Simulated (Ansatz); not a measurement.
## Worked example: Ga(CH3)2(NH2) + Si(CH3)2(NH2)2 → Ga(CH3)(NH2)2 + Si(CH3)3(NH2)

Gas-phase species: Ga(CH3)2(NH2), singlet; Si(CH3)2(NH2)2, singlet; Ga(CH3)(NH2)2, singlet; Si(CH3)3(NH2), singlet. The partners trade CH3 for NH2: Ga–CH3 and Si–NH2 bonds give way to Ga–NH2 and Si–CH3.

Shapes, held fixed at every level: PBE0-D4/def2-TZVP. Flexible molecules stand in one conformer, not always the lowest. Programs: Ansatz 0.2.0. Electronic energies: no zero-point or thermal term.

At CCSD(T)/def2-TZVPP; 1 Eh = 2625.50 kJ/mol:

```
       species   energy (Eh)
 Ga(CH3)2(NH2)  -2059.052817
Si(CH3)2(NH2)2   -480.580075
 Ga(CH3)(NH2)2  -2075.109282
 Si(CH3)3(NH2)   -464.517196
```

Task: Work out ΔE of the reaction at this level.

Result: 
1. Products less reactants: (-2075.109282) + (-464.517196) − [(-2059.052817) + (-480.580075)] = 0.006414 Eh = +16.8 kJ/mol.

Other levels give +10.9 (HF/def2-SVP) to +18.2 kJ/mol (BHLYP-D4/def2-TZVPP). No measured value is set beside it here. Relativity is left out for Ga. Outer-core shells of Ga are correlated, in sets that cover them unevenly.
